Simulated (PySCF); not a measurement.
NbOF2, SMILES [O]=[Nb]([F])[F] (connectivity only; charge and spin as stated), neutral, multiplicity 2.

The structure is a stationary point at PBE-D3(BJ)/def2-TZVP. A frequency run showed that this geometry is not a minimum. The multiplicity is an assumed one; other spin states were not compared. The def2 effective core potentials stand for the cores of Nb; spin–orbit coupling is left out.

Method: PySCF with PBE-D3(BJ)/def2-TZVP.

Frequencies are harmonic and unscaled.

| mode | ν (cm⁻¹) | IR (km/mol) | moving atoms (share of kinetic energy) |
|---|---|---|---|
| 1 | 72i | 20.1 | F 42 %, Nb 37 %, O 21 % |
| 2 | 168 | 6.6 | F 80 %, Nb 16 % |
| 3 | 251 | 3.8 | O 62 %, F 30 %, Nb 8 % |
| 4 | 636 | 50.3 | F 94 % |
| 5 | 688 | 186.6 | F 71 %, Nb 29 % |
| 6 | 998 | 145.6 | O 85 %, Nb 15 % |
